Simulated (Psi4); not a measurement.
CHF$_{2}$, charge -1, singlet, geometry from GFN2-xTB (a gas-phase anion, which may not be bound at this level); MP2/aug-cc-pVDZ (Psi4 1.11).

Input for Psi4:
```
memory 2 GB

molecule mol {
-1 1
C    -0.122049   -0.004221    0.645091
F    -0.023478    1.132899   -0.272100
F     0.003141   -1.130746   -0.281877
H     0.915325    0.005947    1.115243
}

set {
  basis aug-cc-pvdz
  reference rhf
  freeze_core true
  mp2_type conv
  scf_type pk
  puream true
  d_convergence 1e-8
}

energy('mp2')
print_variables()
```

What the program printed (banner, timings and long lists left out):

```
   => Loading Basis Set <=

    Name: AUG-CC-PVDZ
    Role: ORBITAL
    Keyword: BASIS

         ---------------------------------------------------------
                                   SCF
               by Justin Turney, Rob Parrish, Andy Simmonett
                          and Daniel G. A. Smith
                              RHF Reference
         ---------------------------------------------------------

  ==> Geometry <==

    Molecular point group: c1
    Full point group: C1

    Geometry (in Angstrom), charge = -1, multiplicity = 1:

       Center              X                  Y                   Z               Mass
    ------------   -----------------  -----------------  -----------------  -----------------
         C           -0.103845337847    -0.004147381146     0.677629546643    12.000000000000
         F           -0.005274337847     1.132972618854    -0.239561453357    18.998403162730
         F            0.021344662153    -1.130672381146    -0.249338453357    18.998403162730
         H            0.933528662153     0.006020618854     1.147781546643     1.007825032230

  Running in c1 symmetry.

  Rotational constants: A =      1.66596  B =      0.33926  C =      0.29168 [cm^-1]
  Rotational constants: A =  49944.21710  B =  10170.74174  C =   8744.46560 [MHz]
  Nuclear repulsion =   65.470872983081463

  Charge       = -1
  Multiplicity = 1
  Electrons    = 26
  Nalpha       = 13
  Nbeta        = 13

  ==> Algorithm <==

  SCF Algorithm Type is PK.
  DIIS enabled.
  MOM disabled.
  Fractional occupation disabled.
  Guess Type is SAD.
  Energy threshold   = 1.00e-08
  Density threshold  = 1.00e-08
  Integral threshold = 1.00e-12

  ==> Primary Basis <==

  Basis Set: AUG-CC-PVDZ
    Blend: AUG-CC-PVDZ
    Number of shells: 32
    Number of basis functions: 78
    Number of Cartesian functions: 84
    Spherical Harmonics?: true
    Max angular momentum: 2

  ==> Integral Setup <==

  Using in-core PK algorithm.
   Calculation information:
      Number of atoms:                   4
      Number of AO shells:              32
      Number of primitives:             82
      Number of atomic orbitals:        84
      Number of basis functions:        78

      Integral cutoff                 1.00e-12
      Number of threads:                 1

  Performing in-core PK
  Using 9495642 doubles for integral storage.
  We computed 139602 shell quartets total.
  Whereas there are 139656 unique shell quartets.

  ==> DiskJK: Disk-Based J/K Matrices <==

    J tasked:                  Yes
    K tasked:                  Yes
    wK tasked:                  No
    Schwarz Cutoff:          1E-12

  Minimum eigenvalue in the overlap matrix is 9.1333362701E-04.
  Reciprocal condition number of the overlap matrix is 1.4353699027E-04.
    Using symmetric orthogonalization.

  ==> Pre-Iterations <==

  SCF Guess: Superposition of Atomic Densities via on-the-fly atomic UHF (no occupation information).

   -------------------------
    Irrep   Nso     Nmo
   -------------------------
     A         78      78
   -------------------------
    Total      78      78
   -------------------------

  ==> Iterations <==

                        Total Energy        Delta E     RMS |[F,P]|

   @RHF iter SAD:  -236.19126931082633   -2.36191e+02   0.00000e+00
   @RHF iter   1:  -237.21519499550215   -1.02393e+00   4.72023e-03 DIIS/ADIIS
   @RHF iter   2:  -237.25877790785381   -4.35829e-02   2.81324e-03 DIIS/ADIIS
   @RHF iter   3:  -237.27306003736868   -1.42821e-02   3.63395e-04 DIIS/ADIIS
   @RHF iter   4:  -237.27367958300286   -6.19546e-04   1.20631e-04 DIIS/ADIIS
   @RHF iter   5:  -237.27376314900116   -8.35660e-05   3.60107e-05 DIIS
   @RHF iter   6:  -237.27377480802079   -1.16590e-05   1.13253e-05 DIIS
   @RHF iter   7:  -237.27377714490365   -2.33688e-06   2.96815e-06 DIIS
   @RHF iter   8:  -237.27377732085696   -1.75953e-07   6.88175e-07 DIIS
   @RHF iter   9:  -237.27377732977871   -8.92175e-09   2.03083e-07 DIIS
   @RHF iter  10:  -237.27377733061442   -8.35712e-10   5.45747e-08 DIIS
   @RHF iter  11:  -237.27377733067206   -5.76392e-11   9.96038e-09 DIIS
  Energy and wave function converged.

  ==> Post-Iterations <==

    Orbital Energies [Eh]
    ---------------------

    Doubly Occupied:

[...]
      13A     -0.090958

    Virtual:

[...]
    Final Occupation by Irrep:
              A
    DOCC [    13 ]
    NA   [    13 ]
    NB   [    13 ]

  @RHF Final Energy:  -237.27377733067206

   => Energetics <=

    Nuclear Repulsion Energy =             65.4708729830814633
    One-Electron Energy =                -467.6069633465341440
    Two-Electron Energy =                 164.8623130327806336
    Total Energy =                       -237.2737773306720612

Computation Completed

Properties will be evaluated at   0.000000,   0.000000,   0.000000 [a0]

Properties computed using the SCF density matrix

 Multipole Moments:

 ------------------------------------------------------------------------------------
     Multipole            Electronic (a.u.)      Nuclear  (a.u.)        Total (a.u.)
 ------------------------------------------------------------------------------------

 L = 1.  Multiply by 2.5417464519 to convert [e a0] to [Debye]
 Dipole X            :         -0.2039918            0.8599946            0.6560028
 Dipole Y            :          0.0062354            0.0034742            0.0097096
 Dipole Z            :         -1.9987495            1.5372160           -0.4615336
 Magnitude           :                                                    0.8021516

 ------------------------------------------------------------------------------------

 MINTS: Wrapper to libmints.
   by Justin Turney

   Calculation information:
      Number of threads:                 1
      Number of atoms:                   4
      Number of AO shells:              32
      Number of SO shells:              32
      Number of primitives:             82
      Number of atomic orbitals:        84
[...]
  DIE_IF_NOT_CONVERGED          => (empty)
[...]
  FREEZE_CORE_POLICY            => (empty)
  FROZEN_DOCC                   => (empty)
  FROZEN_UOCC                   => (empty)
  INTEGRAL_PACKAGE              => (empty)
  IP_POLES                      => (empty)
  LEVEL_SHIFT                   => (empty)
  LITERAL_CFOUR                 => (empty)
  LS_THC_BASIS_TOLERANCE        => (empty)
  LS_THC_DF                     => (empty)
  LS_THC_PRUNING_SCHEME         => (empty)
  LS_THC_RADIAL_POINTS          => (empty)
  LS_THC_SPHERICAL_POINTS       => (empty)
  LS_THC_S_EPSILON              => (empty)
  LS_THC_WEIGHTS_TOLERANCE      => (empty)
  MAT_NUM_COLUMN_PRINT          => (empty)
  MAX_MOGRAD_CONVERGENCE        => (empty)
  MAX_RADIAL_MOMENT             => (empty)
  MBIS_D_CONVERGENCE            => (empty)
  MBIS_MAXITER                  => (empty)
  MBIS_PRUNING_SCHEME           => (empty)
  MBIS_RADIAL_POINTS            => (empty)
  MBIS_SPHERICAL_POINTS         => (empty)
  MOGRAD_DAMPING                => (empty)
  MOLDEN_WITH_VIRTUAL           => (empty)
  MO_MAXITER                    => (empty)
  MO_READ                       => (empty)
  MO_STEP_MAX                   => (empty)
  MO_WRITE                      => (empty)
  MP2_OS_SCALE                  => (empty)
  MP2_SOS_SCALE                 => (empty)
  MP2_SOS_SCALE2                => (empty)
  MP2_SS_SCALE                  => (empty)
  MP2_TYPE                      => CONV            !
  MP_TYPE                       => (empty)
  NAT_ORBS                      => (empty)
  NUM_FROZEN_DOCC               => (empty)
  NUM_FROZEN_UOCC               => (empty)
  NUM_GPUS                      => (empty)
  OCC_ORBS_PRINT                => (empty)
  OEPROP                        => (empty)
  OPT_METHOD                    => (empty)
  ORBITAL_OPTIMIZER_PACKAGE     => (empty)
  ORB_OPT                       => FALSE           !
  ORB_RESP_SOLVER               => (empty)
  ORTH_TYPE                     => (empty)
  OS_SCALE                      => (empty)
  PARENT_SYMMETRY               => (empty)
  PCG_BETA_TYPE                 => (empty)
  PCG_CONVERGENCE               => (empty)
  PCG_MAXITER                   => (empty)
  PCM                           => (empty)
  PE                            => (empty)
  PRINT                         => (empty)
  PRINT_NOONS                   => (empty)
  PROPERTIES                    => (empty)
  PROPERTIES_ORIGIN             => (empty)
  PUREAM                        => TRUE            !
  QC_MODULE                     => (empty)
  RAS1                          => (empty)
  RAS2                          => (empty)
  RAS3                          => (empty)
  RAS4                          => (empty)
  RELATIVISTIC                  => (empty)
  RELAXED                       => (empty)
  REMP_A                        => (empty)
  RESTRICTED_DOCC               => (empty)
  RESTRICTED_UOCC               => (empty)
  RMS_MOGRAD_CONVERGENCE        => (empty)
  R_CONVERGENCE                 => (empty)
  SCF_TYPE                      => PK              !
  SCREENING                     => (empty)
  SCS_TYPE                      => (empty)
  SOCC                          => (empty)
  SOS_TYPE                      => (empty)
  SPIN_SCALE_TYPE               => NONE            !
  SS_SCALE                      => (empty)
  SYMMETRIZE                    => (empty)
  TPDM_ABCD_TYPE                => (empty)
  WFN                           => (empty)
  WFN_TYPE                      => OMP2            !
  WRITER_FILE_LABEL             => (empty)
  ZORA_BASIS_TOLERANCE          => (empty)
  ZORA_NR_DEBUG                 => (empty)
  ZORA_PRUNING_SCHEME           => (empty)
  ZORA_RADIAL_POINTS            => (empty)
  ZORA_SPHERICAL_POINTS         => (empty)

 ==============================================================================
 ==============================================================================
 ==============================================================================

                             MP2
                    Program Written by Ugur Bozkaya,
              Additional Contributions by J. P. Misiewicz

 ==============================================================================
 ==============================================================================
 ==============================================================================

	MO spaces per irreps...

	IRREP   FC    OCC   VIR  FV
	==============================
	   A     3    10    65    0
	==============================

	Cost of iabc is     24 MB
	Cost of abcd is    136 MB
	Switching to the incore algorithm for iabc..
	Switching to the incore algorithm for abcd..

	Computing MP2 energy using SCF MOs (Canonical MP2)...
	==============================================================================
	Nuclear Repulsion Energy (a.u.)    :    65.47087298308146
	SCF Energy (a.u.)                  :  -237.27377733067206
	REF Energy (a.u.)                  :  -237.27377733067206
	Alpha-Alpha Contribution (a.u.)    :    -0.07554949264689
	Alpha-Beta Contribution (a.u.)     :    -0.41654176322005
	Beta-Beta Contribution (a.u.)      :    -0.07554949264689
	Scaled_SS Correlation Energy (a.u.):    -0.05036632843126
	Scaled_OS Correlation Energy (a.u.):    -0.49985011586407
	SCS-MP2 Total Energy (a.u.)        :  -237.82399377496739
	SOS-MP2 Total Energy (a.u.)        :  -237.81528162285812
	SCSN-MP2 Total Energy (a.u.)       :  -237.53971154478913
	SCS-MP2-VDW Total Energy (a.u.)    :  -237.88250028024061
	SOS-PI-MP2 Total Energy (a.u.)     :  -237.85693579918015
	MP2 Correlation Energy (a.u.)      :    -0.56764074851383
	MP2 Total Energy (a.u.)            :  -237.84141807918590
	==============================================================================

  Variable Map:
  ----------------------------------------------------------------------------
[...]
  Array Variable Map:
  ----------------------------------------------------------------------------
[...]
[...]
```
